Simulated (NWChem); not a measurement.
System: C$_{5}$H$_{5}$FSi; SMILES C#CC([SiH3])=C=CF

NWChem input:

```
start job
memory heap 200 mb stack 900 mb global 1100 mb
geometry units angstroms noautosym nocenter noautoz
  C     -2.257343    -1.965704     0.149930
  C     -1.302744    -1.228782     0.039540
  C     -0.118777    -0.439179    -0.079093
  Si     1.550374    -1.339149     0.077880
  C     -0.145857     0.864199    -0.287681
  C     -0.129367     2.146828    -0.529973
  F     -0.124428     3.081321     0.451360
  H     -3.117462    -2.588802     0.244315
  H      1.650379    -2.380798    -0.977504
  H      2.643442    -0.348293    -0.078297
  H      1.637592    -1.995115     1.408056
  H     -0.121677     2.584549    -1.524006
end
basis spherical
  * library pcsseg-1
end
dft
  xc pbe0
  iterations 150
end
property
  shielding
end
task dft property
```

All runs use the structure optimised with B3LYP/6-31G* (spherical d).

GIAO values for the isolated, static molecule; σ is the absolute isotropic shielding, δ = σ(reference) − σ with the isolated reference molecule computed at the same levels (13C: tetramethylsilane, 19F: trichlorofluoromethane, 1H: tetramethylsilane, 29Si: tetramethylsilane).

Atoms are numbered as in the input.

Task: Predict the main results of this run. (PBE0/pcSseg-1, GIAO.) Quantities: δ C2 (ppm); δ C3 (ppm); δ Si4 (ppm); δ C5 (ppm); δ C6 (ppm); δ F7 (ppm); δ H9 (rotor mean) (ppm).

Result: δ C2 (ppm): 79.9
δ C3 (ppm): 103.8
δ Si4 (ppm): -59.2
δ C5 (ppm): 233.1
δ C6 (ppm): 137.8
δ F7 (ppm): -192.5
δ H9 (rotor mean) (ppm): 4.41
